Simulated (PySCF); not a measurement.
Species: `C=CC[Si@H](Cl)/N=C\C`. The columns A, B, C and D hold Mulliken, IAO, Hirshfeld and ESP-fitted charges (e) of one PBE0/pcSseg-1 density (PySCF), in a shuffled order. Coordinates in Å (GFN2-xTB); the density's dipole moment is (-1.11, 1.40, 2.78) D.

```json
{"atom": "C1", "x": "2.749", "y": "0.303", "z": "1.043", "A": "-0.334", "B": "-0.565", "C": "-0.112", "D": "-0.151"}
{"atom": "C2", "x": "1.817", "y": "0.617", "z": "0.161", "A": "-0.126", "B": "+0.096", "C": "-0.040", "D": "-0.274"}
{"atom": "C3", "x": "1.536", "y": "-0.147", "z": "-1.082", "A": "-0.555", "B": "-0.533", "C": "-0.161", "D": "-0.463"}
{"atom": "Si4", "x": "-0.119", "y": "-1.090", "z": "-0.956", "A": "+1.041", "B": "+0.572", "C": "+0.378", "D": "+0.897"}
{"atom": "Cl5", "x": "-0.437", "y": "-2.183", "z": "-2.626", "A": "-0.319", "B": "-0.203", "C": "-0.137", "D": "-0.327"}
{"atom": "N6", "x": "-1.320", "y": "0.126", "z": "-1.042", "A": "-0.557", "B": "-0.669", "C": "-0.246", "D": "-0.569"}
{"atom": "C7", "x": "-2.194", "y": "0.638", "z": "-0.308", "A": "+0.096", "B": "+0.595", "C": "+0.084", "D": "+0.093"}
{"atom": "C8", "x": "-2.547", "y": "0.267", "z": "1.089", "A": "-0.464", "B": "-0.450", "C": "-0.115", "D": "-0.274"}
{"atom": "H9", "x": "2.908", "y": "0.878", "z": "1.939", "A": "+0.150", "B": "+0.191", "C": "+0.043", "D": "+0.114"}
{"atom": "H10", "x": "3.402", "y": "-0.543", "z": "0.896", "A": "+0.143", "B": "+0.226", "C": "+0.043", "D": "+0.108"}
{"atom": "H11", "x": "1.173", "y": "1.470", "z": "0.331", "A": "+0.141", "B": "+0.107", "C": "+0.041", "D": "+0.110"}
{"atom": "H12", "x": "2.342", "y": "-0.854", "z": "-1.277", "A": "+0.154", "B": "+0.177", "C": "+0.044", "D": "+0.145"}
{"atom": "H13", "x": "1.481", "y": "0.539", "z": "-1.928", "A": "+0.167", "B": "+0.189", "C": "+0.048", "D": "+0.166"}
{"atom": "H14", "x": "-0.073", "y": "-2.031", "z": "0.168", "A": "-0.158", "B": "-0.085", "C": "-0.084", "D": "-0.091"}
{"atom": "H15", "x": "-2.779", "y": "1.460", "z": "-0.730", "A": "+0.135", "B": "-0.032", "C": "+0.048", "D": "+0.101"}
{"atom": "H16", "x": "-3.584", "y": "-0.067", "z": "1.122", "A": "+0.167", "B": "+0.124", "C": "+0.059", "D": "+0.142"}
{"atom": "H17", "x": "-2.466", "y": "1.144", "z": "1.729", "A": "+0.165", "B": "+0.115", "C": "+0.058", "D": "+0.138"}
{"atom": "H18", "x": "-1.897", "y": "-0.521", "z": "1.459", "A": "+0.155", "B": "+0.145", "C": "+0.049", "D": "+0.135"}
```

Task: Which column most likely holds the ESP-fitted charges?

Result: B. Σ q r misses the density's dipole by 0.08 D (B), 0.68 D (A), 1.32 D (C), 1.96 D (D). Charges fitted to the outside potential are the only set here that is tied to the molecule's multipoles.

Task: And the Hirshfeld charges?

Result: C. The mean sizes are 0.099 e (C), 0.239 e (D), 0.279 e (A), 0.282 e (B), and Hirshfeld charges are commonly the smallest of these schemes.

As computed, A = IAO, B = ESP-fitted, C = Hirshfeld, D = Mulliken. Hydrogens on carbon: IAO +0.13 to +0.17, ESP-fitted -0.03 to +0.23, Hirshfeld +0.04 to +0.06, Mulliken +0.10 to +0.17 e.

The ESP scheme is a least-squares fit of atom-centred charges to the potential on four shells outside the van der Waals surface, with the total charge fixed. The Mulliken scheme gives each basis function's population to the atom it is centred on and halves the overlap population of two atoms between them.

Geometry: GFN2-xTB, one conformer, isolated molecule.

Conformer computed: `[CH2:1]=[CH:2][CH2:3][Si@H:4]([Cl:5])/[N:6]=[CH:7]\[CH3:8]`: C1–C2–C3–Si4 109°, C2–C3–Si4–Cl5 -178°, C3–Si4–N6–C7 -113°.
